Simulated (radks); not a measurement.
All-electron atom: Ba37+ in [Ar] 3d1. All-electron calculation, Dirac Kohn-Sham, PBE, spin-unpolarised, spherical densities, finite nucleus; open shells fill j = l - 1/2 first; Fermi nuclear charge, rms radius 4.8378 fm. Program: a radial shooting solver on a logarithmic mesh with Libxc functionals.

Normalised radial functions P(r) = r R(r) (large component), r in bohr:

| r | 2s1/2 | 3p1/2 | 3d5/2 |
|---|---|---|---|
| 0.001624 | 0.5299 | 0.0188 | 0.0000 |
| 0.001831 | 0.5838 | 0.0219 | 0.0000 |
| 0.002064 | 0.6422 | 0.0257 | 0.0001 |
| 0.002327 | 0.7052 | 0.0302 | 0.0001 |
| 0.002624 | 0.7726 | 0.0356 | 0.0001 |
| 0.002958 | 0.8444 | 0.0420 | 0.0002 |
| 0.003309 | 0.9152 | 0.0491 | 0.0003 |
| 0.003731 | 0.9946 | 0.0582 | 0.0004 |
| 0.004207 | 1.0770 | 0.0692 | 0.0005 |
| 0.004743 | 1.1614 | 0.0823 | 0.0008 |
| 0.005348 | 1.2465 | 0.0980 | 0.0011 |
| 0.006029 | 1.3305 | 0.1167 | 0.0015 |
| 0.006798 | 1.4112 | 0.1392 | 0.0021 |
| 0.007604 | 1.4810 | 0.1639 | 0.0029 |
| 0.008573 | 1.5465 | 0.1953 | 0.0041 |
| 0.009666 | 1.5986 | 0.2323 | 0.0057 |
| 0.0109 | 1.6323 | 0.2758 | 0.0080 |
| 0.01229 | 1.6421 | 0.3266 | 0.0111 |
| 0.01385 | 1.6220 | 0.3854 | 0.0154 |
| 0.01562 | 1.5654 | 0.4529 | 0.0214 |
| 0.01747 | 1.4738 | 0.5240 | 0.0288 |
| 0.0197 | 1.3279 | 0.6089 | 0.0396 |
| 0.02221 | 1.1273 | 0.7022 | 0.0541 |
| 0.02504 | 0.8677 | 0.8024 | 0.0735 |
| 0.02824 | 0.5476 | 0.9072 | 0.0993 |
| 0.03184 | 0.1687 | 1.0126 | 0.1332 |
| 0.0359 | -0.2628 | 1.1132 | 0.1774 |
| 0.04015 | -0.7030 | 1.1964 | 0.2300 |
| 0.04527 | -1.1985 | 1.2652 | 0.3011 |
| 0.05104 | -1.6962 | 1.3024 | 0.3900 |
| 0.05755 | -2.1679 | 1.2955 | 0.4994 |
| 0.06489 | -2.5821 | 1.2318 | 0.6312 |
| 0.07316 | -2.9068 | 1.0994 | 0.7865 |
| 0.08249 | -3.1133 | 0.8891 | 0.9644 |
| 0.09226 | -3.1810 | 0.6194 | 1.1479 |
| 0.104 | -3.1113 | 0.2552 | 1.3574 |
| 0.1173 | -2.9003 | -0.1734 | 1.5704 |
| 0.1322 | -2.5705 | -0.6417 | 1.7731 |
| 0.1491 | -2.1583 | -1.1142 | 1.9486 |
| 0.1681 | -1.7093 | -1.5477 | 2.0781 |
| 0.1895 | -1.2701 | -1.8964 | 2.1435 |
| 0.212 | -0.9035 | -2.1088 | 2.1331 |
| 0.239 | -0.5819 | -2.1888 | 2.0374 |
| 0.2695 | -0.3437 | -2.1092 | 1.8565 |
| 0.3039 | -0.1844 | -1.8880 | 1.6047 |
| 0.3426 | -0.0888 | -1.5659 | 1.3073 |
| 0.3863 | -0.0379 | -1.1979 | 0.9968 |
| 0.4356 | -0.0142 | -0.8398 | 0.7057 |
| 0.4872 | -0.0049 | -0.5533 | 0.4743 |
| 0.5493 | -0.0013 | -0.3196 | 0.2830 |
| 0.6193 | -0.0003 | -0.1641 | 0.1518 |
| 0.6983 | -0.0001 | -0.0739 | 0.0722 |
| 0.7873 | 0.0000 | -0.0287 | 0.0300 |
| 0.8877 | 0.0000 | -0.0095 | 0.0107 |
| 1.001 | 0.0000 | -0.0026 | 0.0032 |
| 1.119 | 0.0000 | -0.0006 | 0.0009 |
| 1.262 | 0.0000 | -0.0001 | 0.0002 |
| 1.423 | 0.0000 | 0.0000 | 0.0000 |
| 1.605 | 0.0000 | 0.0000 | 0.0000 |

2s1/2: eigenvalue -7841.1 eV, 1 radial node at r = 0.0334 bohr, <r> = 0.108 bohr, 90 % of the charge inside 0.168 bohr. 3p1/2: eigenvalue -2776.6 eV, 1 radial node at r = 0.112 bohr, <r> = 0.256 bohr, 90 % of the charge inside 0.381 bohr. 3d5/2 (empty): eigenvalue -2476.8 eV, 0 radial nodes, <r> = 0.235 bohr, 90 % of the charge inside 0.359 bohr.
